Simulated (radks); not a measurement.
Question: Neutral thallium, 81 electrons, occupied as [Hg] 6p1. Calculated with a radial shooting solver on a logarithmic mesh with Libxc functionals: scalar-relativistic Kohn-Sham, PBEsol, spin-unpolarised, spherical densities, finite nucleus; Fermi nuclear charge, rms radius 5.4759 fm; hard spherical wall at 15 bohr. Some entries of the table are withheld. Estimate them.

orbital  occ.  eigenvalue (hartree)  r(max) (bohr)  <r^2> (bohr^2)
1s          2             -3143.943        0.01004       0.0003692
2s          2             -559.8377        0.05817        0.005609
2p          6             -481.7678        0.04833        0.004756
3s          2             -133.6248         0.1640         0.03610
3p          6             -111.1427         0.1638         0.03729
3d         10                   (1)         0.1334         0.03089
4s          2             -29.80819         0.3690          0.1732
4p          6             -22.43442         0.3890          0.1983
4d         10             -13.77610         0.3955          0.2234
5s          2              -4.81172         0.8076          0.8621
4f         14              -4.19266         0.3578          0.2629
5p          6              -2.79630         0.9041           1.146
5d         10              -0.56887          1.115           2.279
6s          2              -0.35218          2.072           6.993
6p          1              -0.08668          2.901           17.07
7s          0              -0.00884          7.182           64.92
6d          0               0.03696            (2)           76.86
5f          0               0.08189            (3)           98.72

Answer: 
(1) 3d eigenvalue (hartree): -87.78514
(2) 6d r(max) (bohr): 8.527
(3) 5f r(max) (bohr): 10.06
